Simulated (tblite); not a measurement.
Potential energy surface of H3B, singlet: map of symmetric stretch and umbrella angle. Scanned: B-H bond length and angle between the B-H bonds and the threefold axis (90 = planar).

Cartesian coordinates as functions of the variables (Å; names that start with a are angles):
```
B  0  0  0
H  r*sin(a)*cos(0*2*pi/3+0)  r*sin(a)*sin(0*2*pi/3+0)  0+r*cos(a)
H  r*sin(a)*cos(1*2*pi/3+0)  r*sin(a)*sin(1*2*pi/3+0)  0+r*cos(a)
H  r*sin(a)*cos(2*2*pi/3+0)  r*sin(a)*sin(2*2*pi/3+0)  0+r*cos(a)
```

Calculation: GFN2-xTB, 300 K electronic temperature run with tblite.

Energy in mEh above the lowest grid point; x is the B-H bond length (Å), y the angle between the B-H bonds and the threefold axis (90 = planar) (°).

```
y \ x    1.05   1.12   1.17   1.23   1.29   1.34   1.40   1.45   1.49
------  -----  -----  -----  -----  -----  -----  -----  -----  -----
130     160.0  126.6  116.3  114.1  119.5  127.9  141.3  154.4  165.7
127.20  136.0  104.6   95.7   94.9  101.5  110.9  125.3  139.2  151.2
123.20  107.9   78.9   71.5   72.3   80.4   90.9  106.5  121.4  134.0
119.20   85.6   58.5   52.3   54.4   63.6   74.9   91.5  107.0  120.2
115.20   68.0   42.4   37.2   40.3   50.3   62.2   79.5   95.6  109.1
111.20   54.2   29.9   25.3   29.1   39.8   52.2   70.0   86.5  100.3
107.20   43.6   20.1   16.1   20.5   31.7   44.4   62.6   79.3   93.4
103.20   35.7   12.9    9.3   14.0   25.6   38.6   57.0   74.0   88.2
99.20    30.1    7.8    4.4    9.5   21.2   34.4   53.1   70.2   84.5
95.20    26.7    4.6    1.4    6.6   18.5   31.8   50.6   67.8   82.2
90       25.1    3.1    0.0    5.3   17.3   30.6   49.4   66.7   81.1
```

Points that lie below all their neighbours on the grid: x = 1.17, y = 90 on the edge of the grid (0.0 mEh).
